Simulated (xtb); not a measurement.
xtb input (GFN1-xTB):

```bash
xtb mol.xyz --gfn 1 --sp --chrg 0 --uhf 0
```
mol.xyz:
```
4

Al    -1.55651736     0.05845365    -0.02667603
Br     0.70857605    -0.02660995     0.01214377
H     -2.23057401     1.47571790    -0.03586101
H     -2.33486213    -1.30426694    -0.04238271
```

End of the output:

```
         :::::::::::::::::::::::::::::::::::::::::::::::::::::
         ::                     SUMMARY                     ::
         :::::::::::::::::::::::::::::::::::::::::::::::::::::
         :: total energy              -6.305433469018 Eh    ::
         :: gradient norm              0.023158109695 Eh/a0 ::
         :: HOMO-LUMO gap              5.703107919387 eV    ::
         ::.................................................::
         :: SCC energy                -6.326482146750 Eh    ::
         :: -> electrostatic           0.004416346445 Eh    ::
         :: repulsion energy           0.021834046130 Eh    ::
         :: dispersion energy         -0.000785368398 Eh    ::
         :: halogen bond corr.         0.000000000000 Eh    ::
         :: add. restraining           0.000000000000 Eh    ::
         :: total charge               0.000000000000 e     ::
         :::::::::::::::::::::::::::::::::::::::::::::::::::::

           -------------------------------------------------
          |                Property Printout                |
           -------------------------------------------------

    * Orbital Energies and Occupations

         #    Occupation            Energy/Eh            Energy/eV
      -------------------------------------------------------------
         1        2.0000           -0.7143258             -19.4378
         2        2.0000           -0.5299491             -14.4206
         3        2.0000           -0.4696208             -12.7790
         4        2.0000           -0.4596615             -12.5080
         5        2.0000           -0.4564648             -12.4210
         6        2.0000           -0.4413430             -12.0096 (HOMO)
         7                         -0.2317576              -6.3064 (LUMO)
         8                         -0.1594174              -4.3380
         9                         -0.1129574              -3.0737
        10                         -0.1079735              -2.9381
        11                         -0.1070354              -2.9126
        12                         -0.0842801              -2.2934
        13                         -0.0619067              -1.6846
        14                         -0.0557061              -1.5158
        15                         -0.0486020              -1.3225
        16                         -0.0426501              -1.1606
        17                          0.0008765               0.0239
       ...                                ...                  ...
Note: The following floating-point exceptions are signalling: IEEE_DENORMAL
normal termination of xtb
        22                          1.1341084              30.8607
      -------------------------------------------------------------
                  HL-Gap            0.2095854 Eh            5.7031 eV
             Fermi-level           -0.3365503 Eh           -9.1580 eV

  Mulliken/CM5 charges         n(s)   n(p)   n(d)
     1Al    0.31707  0.10545   1.257  1.066  0.360
     2Br   -0.09099 -0.03300   1.884  5.221 -0.014
     3H    -0.11304 -0.03623   1.113  0.000  0.000
     4H    -0.11304 -0.03623   1.113  0.000  0.000

Wiberg/Mayer (AO) data.
largest (>0.10) Wiberg bond orders for each atom

 ---------------------------------------------------------------------------
     #   Z sym  total        # sym  WBO       # sym  WBO       # sym  WBO
 ---------------------------------------------------------------------------
     1  13 Al   3.128 --     2 Br   1.392     3 H    0.868     4 H    0.868
     2  35 Br   1.482 --     1 Al   1.392
     3   1 H    0.987 --     1 Al   0.868
     4   1 H    0.987 --     1 Al   0.868
 ---------------------------------------------------------------------------

Topologies differ in total number of bonds
Writing topology from bond orders to xtbtopo.mol

 dipole moment from electron density (au)
     X       Y       Z
  -0.8198   0.0308  -0.0140  total (Debye):    2.085

           -------------------------------------------------
          | TOTAL ENERGY               -6.305433469018 Eh   |
          | GRADIENT NORM               0.023158109695 Eh/α |
          | HOMO-LUMO GAP               5.703107919387 eV   |
           -------------------------------------------------

------------------------------------------------------------------------
------------------------------------------------------------------------
 total:
 SCF:
```
